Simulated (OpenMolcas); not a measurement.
An atom or ion with 48 electrons was computed by MS-CASPT2, IPEA 0.25 Eh, imaginary shift 0.1 Eh with spin-orbit coupling (OpenMolcas, ANO-RCC-VTZP, DKH2). The lowest levels that the run gave, each within 12 % of the measured value where one is at hand:

```
J  Parity  E (cm⁻¹)      g
0    even       0.0       
0     odd     86970       
1     odd     90390  1.489
2     odd     99980  1.501
1     odd    126850  1.013
0    even    202570       
1    even    210240  1.501
2    even    212020  1.223
2    even    223930  1.278
0    even    245810
```

Which ion is it, and what are the configurations and terms?

I VI (Z = 53, charge +5; active space 2 electrons in 4 orbitals (5s 5p)). J, parity and g give the terms where levels are pure, and mixed ones are named by the computed weights; the size of the splittings, set against known spectra of the 48-electron sequence, gives the charge. In order, with the measured energies in cm⁻¹ (the list in Rauch et al., Astron. Astrophys. 606, A105 (2017)): 5s² ¹S₀, 5s 5p ³P°₀ (85666), 5s 5p ³P°₁ (89262), 5s 5p ³P°₂ (99685), 5s 5p ¹P°₁ (127424), 5p² ³P₀ (200085), 5p² ³P₁ (208474), 5p² ¹D₂ [56 %] (209432), 5p² ³P₂ [56 %] (221984), 5p² ¹S₀ (245658).

CASPT2 breaks the degeneracy within a term, and the mean is taken; among the terms shown or strongly mixed into the levels shown the widest spread is 15 cm-1 (5p² ¹D). Over all roots computed the reference weight is 0.90 to 0.95; the roots of lowest weight are the least certain, and an intruder state may touch them. The ¹D term of p² mixes with s d, which this space lacks. Computed and measured levels are paired by configuration, term and J; levels that our copy of the source lacks, or whose pairing is in doubt (as where it misses far off the trend of its configuration), stay unpaired and out of the deviations. Levels of configurations outside the active space are missing.

A share in square brackets marks a mixed level and gives the weight of the term that names it. ° marks odd parity.
